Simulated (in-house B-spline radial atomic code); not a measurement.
A fraction x of an electron is moved 5p → 4f in Ho3+, starting from [Xe] 4f10 and keeping the highest spin. Method: scalar-relativistic (X2C) TPSS, spin-polarised, spherical fractional occupations, Fermi nucleus of rms radius 5.2022 fm. Calculated with an all-electron radial atomic-structure program (B-spline basis).

```tsv
x	E(x) - E(0) (eV)	5p down level (eV)	4f down level (eV)
0	0.0000	-54.033	-32.931
0.125	2.6532	-53.839	-32.491
0.25	5.3368	-53.647	-32.059
0.375	?	?	?
0.5	?	?	?
0.625	13.5615	-53.088	-30.822
0.75	16.3582	-52.907	-30.427
0.875	19.1812	-52.729	-30.043
1	22.0295	-52.553	-29.667
```

Task: What belongs in the row x = 0.375?

Result: An energy change of 8.0500 eV; 5p down at -53.458 eV, 4f down at -31.638 eV.

Task: What belongs in the row x = 0.5?

Result: An energy change of 10.7918 eV; 5p down at -53.272 eV, 4f down at -31.225 eV.

Task: Check Janak's theorem between x = 0.125 and 0.25.

Result: The slope of the energy is 21.47 eV; the orbital levels give 21.47 eV (ε of the receiving orbital less ε of the emptying one, averaged over the two points).
